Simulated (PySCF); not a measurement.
H₂Te, SMILES [TeH2].

Geometry: PBE0-D3(BJ)/def2-TZVPD. The def2 effective core potentials stand for the cores of Te; spin–orbit coupling is left out.

Calculation: TDA-PBE0/def2-TZVPD (PySCF 2.14.0).

Vertical excitations.  State labels are in the subgroup C2v.

Computed lowest excited states:
| state | symmetry | energy (eV) | λ (nm) | f | main pairs |
|---|---|---|---|---|---|
| S1 | A2 | 4.25 | 292 | 0.000 | HOMO→LUMO 100 % |
| S2 | B1 | 4.97 | 250 | 0.040 | HOMO→LUMO+1 100 % |
| S3 | A2 | 6.34 | 196 | 0.000 | HOMO→LUMO+2 99 % |
| S4 | B1 | 6.39 | 194 | 0.000 | HOMO→LUMO+3 99 % |
| S5 | A1 | 6.66 | 186 | 0.001 | HOMO→LUMO+4 99 % |
| S6 | B1 | 6.98 | 178 | 0.172 | HOMO→LUMO+5 59 %, HOMO→LUMO+6 40 % |
| S7 | B1 | 7.26 | 171 | 0.323 | HOMO→LUMO+6 59 %, HOMO→LUMO+5 38 % |
| S8 | B2 | 7.30 | 170 | 0.019 | HOMO→LUMO+7 64 %, HOMO−1→LUMO 35 % |
| S9 | A1 | 7.59 | 163 | 0.064 | HOMO→LUMO+8 86 % |
| S10 | A1 | 7.98 | 155 | 0.243 | HOMO−1→LUMO+1 79 %, HOMO−2→LUMO 12 % |
| T1 | A2 | 3.72 | 333 | 0 | HOMO→LUMO 99 % |
| T2 | B1 | 4.49 | 276 | 0 | HOMO→LUMO+1 95 % |
| T3 | B1 | 6.05 | 205 | 0 | HOMO→LUMO+5 89 % |
| T4 | B2 | 6.05 | 205 | 0 | HOMO−1→LUMO 92 % |
Triplets are in the Tamm–Dancoff approximation.
